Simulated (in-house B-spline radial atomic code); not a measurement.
Values are calculated unless marked as measured or tabulated.
## Building a PAW d channel for Mn, r_c = 1.78 bohr

Mn, [Ar] 3d5 4s2, non-relativistic LDA (VWN5), spherical and spin-unpolarised, from an all-electron radial atomic-structure program (B-spline basis) (atomic units; all potentials screened as in the neutral atom).

Two all-electron partial waves φ1, φ2 are integrated outwards at E1 = ε(3d) = -0.266541 and E2 = E1 + 0.5 hartree; φ1 is the bound orbital and φ2 has unit norm inside r_c = 1.7764 bohr. Smooth partners are polynomials, r^3(a0 + a1 r² + a2 r⁴ + a3 r⁶), matched to φ and three derivatives at r_c, with no condition on the norm. The local potential is -7.396 + (5.62875) r² + (-1.81475) r⁴ + (0.216499) r⁶ inside 1.4544 bohr and the all-electron one outside.

| wave | φ(r_c) | φ'(r_c) | a0 | a1 | a2 | a3 |
| --- | --- | --- | --- | --- | --- | --- |
| 1 | 0.5067302 | -0.3713126 | 0.9443758 | -0.5970311 | 0.1406395 | -0.01178925 |
| 2 | 0.184846 | 1.526419 | -1.028486 | 0.7704792 | -0.1878536 | 0.01593613 |

Inside r_c the overlaps are <φi φj> = [[0.82722, -0.84212], [-0.84212, 1.00000]] and, for the smooth waves, [[0.30300, -0.16356], [-0.16356, 0.12798]]. With χj = (Ej − T − V_local) applied to smooth wave j, the program's quadrature gives the matrix B_ij = <smooth i, χj> as [[-0.35836, 0.55776], [0.21848, -0.35510]].

Problem. Check the match of the first wave, and find the augmentation charges q_ij.

Solution. At r_c the four terms are 5.29380, -10.56090, 7.85042, -2.07660, which sum to 0.5067, φ1(r_c) to rounding. q_ij is the all-electron overlap less the smooth one: [[0.52421, -0.67855], [-0.67855, 0.87203]]. The smooth first wave has a norm of 0.3030 inside r_c against 0.8272, and q11 > 0 puts back the missing charge.

Problem. B isn't symmetric. Show that D_ij = B_ij + Ej q_ij is.

Solution. Integrating by parts gives B12 − B21 = (E1 − E2) q12: 0.55776 − (0.21848) = 0.33928, and −0.5 × (-0.67855) = 0.33928. So D12 = 0.55776 + (0.233459)(-0.67855) = 0.39934 and D21 = 0.21848 + (-0.266541)(-0.67855) = 0.39934; D11 = -0.49808, D22 = -0.15152. The projectors, p = (B⁻¹)ᵀ χ, are dual to the smooth waves; det B = 0.0054.

Solving (T + V_local + Σ p D p) ψ = E (1 + Σ p q p) ψ in a sphere of 9 bohr gives these levels:

```json
{"all-electron": "-0.266537", "one projector": "-0.266536", "two projectors": "-0.266536"}
{"all-electron": "0.106145", "one projector": "0.109399", "two projectors": "0.106146"}
{"all-electron": "0.368810", "one projector": "0.386377", "two projectors": "0.368813"}
{"all-electron": "0.773042", "one projector": "0.825703", "two projectors": "0.773190"}
{"all-electron": "1.310720", "one projector": "1.426310", "two projectors": "1.312110"}
```

Problem. What does the second projector gain?

Solution. With one projector the errors are 0.00, +3.25, +17.57, +52.66, +115.59 millihartree. With two the errors are 0.00, 0.00, 0.00, +0.15, +1.39 millihartree. The scattering is exact at E1 and at E2 = 0.233, and over all levels compared the largest error is 1.4 millihartree. The lowest eigenvalue of the overlap operator is 1 with one and 0.9399 with two projectors. The smooth orbital alone needs a cutoff of 19 hartree for 1 millihartree of kinetic energy, against 38.4 for a norm-conserving Troullier-Martins orbital of the same radius; part of the gain comes from giving up the norm, part from the simpler form.
